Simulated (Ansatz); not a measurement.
Start from `[CH3][Zr]([CH3])([OH])[OH]` and change one element to get `[CH3][Ti]([CH3])([OH])[OH]`.

Ansatz, PBE0-D4/def2-TZVP geometries, multiplicity 1. Each molecule was computed in one conformer, which needn't be the lowest.

Elements past krypton have def2 core potentials. Scalar relativity is left out up to krypton.

```
                                      property  `[CH3][Zr]([CH3])([OH])[OH]`
           HOMO energy (B3LYP/def2-TZVPP) / eV                         -6.88
             LUMO energy (PBE/def2-TZVPP) / eV                         -1.36
zero-point energy (PBE0-D4/def2-TZVP) / kJ/mol                         243.9
size of the dipole moment (PBE/def2-TZVPP) / D                          2.34
           LUMO energy (B3LYP/def2-TZVPP) / eV                         -0.67
       HOMO–LUMO gap (ωB97M-V/def2-TZVPP) / eV                         10.13
```

Problem. What does the change do to each property? (Best estimate.)

Solution. Computed: 
| property | `[CH3][Ti]([CH3])([OH])[OH]` | shift |
| --- | --- | --- |
| HOMO energy (B3LYP/def2-TZVPP) / eV | -7.17 | -0.29 |
| LUMO energy (PBE/def2-TZVPP) / eV | -2.37 | -1.01 |
| zero-point energy (PBE0-D4/def2-TZVP) / kJ/mol | 246.7 | 2.8 |
| size of the dipole moment (PBE/def2-TZVPP) / D | 2.47 | 0.13 |
| LUMO energy (B3LYP/def2-TZVPP) / eV | -1.49 | -0.82 |
| HOMO–LUMO gap (ωB97M-V/def2-TZVPP) / eV | 10.74 | 0.61 |

With PBE0 the HOMO falls by 0.30 eV and the LUMO falls by 0.77 eV, so the gap narrows by about 0.47 eV. PBE moves the HOMO by -0.19 eV and ωB97M-V by -0.38 eV. Dipoles are sizes alone; their direction can turn.

Positive LUMOs are unbound, so they and the gaps depend on the basis.

B3LYP here is the variant with VWN-RPA as its local correlation; programs differ in this.
